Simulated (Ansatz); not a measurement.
The same path of GaH$_{3}$O$_{2}$ (6 atoms, charge 0, multiplicity 1) was run 3 times with different band settings. Lost on the way: Ga1–H2, Ga1–O3. Made: H2–O3.

These are results of RKS PBE-D4/def2-SVP (Ansatz), not measurements.

Relaxed end points:

```xyz
6
Properties=species:S:1:pos:R:3
Ga 0.251 -0.287 0.311
H 0.067 -0.206 1.867
O 1.832 -0.368 -0.540
H 2.581 -0.357 0.083
O -1.085 -0.312 -0.891
H -1.961 -0.269 -0.468
```

```xyz
6
Properties=species:S:1:pos:R:3
Ga -0.268 1.183 0.251
H 1.642 -0.672 1.325
O 1.574 -0.280 0.433
H 0.892 -0.843 -0.046
O -0.689 -0.506 -0.521
H -1.467 -0.682 -1.078
```

Common settings: movable images 5; climbing image yes; spring 5.0 eV/Å²; optimiser quadratic models (default); start path through a guess of the saddle point; iteration limit 60; end points relaxed.

| run | force threshold |
| --- | --- |
| 1 | 0.05 eV/Å |
| 2 | 0.2 eV/Å |
| 3 | 0.5 eV/Å |

What does each run give, and how far can it be trusted?

Run 1: converged after 17 iterations, highest image 1.954 eV above the first end. Neighbouring images differ by up to 1.6 eV, so the band resolves the path poorly. A vibrational analysis at the climbing image gives one clearly imaginary mode, 1143i cm⁻¹: a first-order saddle point.
Run 2: converged after 13 iterations, highest image 1.973 eV above the first end. The threshold of 0.2 eV/Å is loose, so the images may lie well off the minimum-energy path. Neighbouring images differ by up to 1.6 eV, so the band resolves the path poorly. The order of the stationary point at the top wasn't checked.
Run 3: converged after 12 iterations, highest image 1.978 eV above the first end. The threshold of 0.5 eV/Å is loose, so the images may lie well off the minimum-energy path. Neighbouring images differ by up to 1.6 eV, so the band resolves the path poorly. The order of the stationary point at the top wasn't checked.
The orbitals stay closed-shell, which can raise the energy where a bond breaks towards radicals; this wasn't checked here.
